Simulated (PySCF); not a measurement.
# Polarisability and C₆ of Ag+ (silver, charge +1)

[Kr] 4d10, closed-shell 1S. Calculation: PySCF 2.14, in aug-cc-pVTZ-PP with ECP28MDF; scalar relativity through the core potential. Coupled (time-dependent) response in atomic units; α is the mean over directions.

```
 method  mean α (bohr³)  C₆ (like pair)  S(−4)
    UHF           8.429           48.99  20.83
    PBE           10.29           61.08  39.29
   PBE0           9.645           57.02  31.60
   PW91           10.31           61.20  39.69
r2SCANh           9.730           58.17  31.47
```

S(−4) is the Cauchy moment in α(ω) = α(0) + S(−4) ω² + …

α(iu) at PW91:

```tsv
u (hartree)	α(iu) (bohr³)
0	10.31
0.0500	10.21
0.100	9.939
0.200	9.069
0.300	8.096
0.500	6.488
0.750	5.109
1.00	4.129
1.50	2.825
2.00	2.030
3.00	1.176
5.00	0.5251
```

A single London oscillator, α(iu) = α/(1 + u²/ω²), gives C₆ = (3/4) ω α². Matching the computed C₆ needs ω = 4 × 61.20 / (3 × 10.31²) = 0.768 hartree.

For an ion, C₆ is the dispersion term alone; charge-induced terms of lower order in 1/R come first.

Energies and moments cover only the electrons outside the core potential.
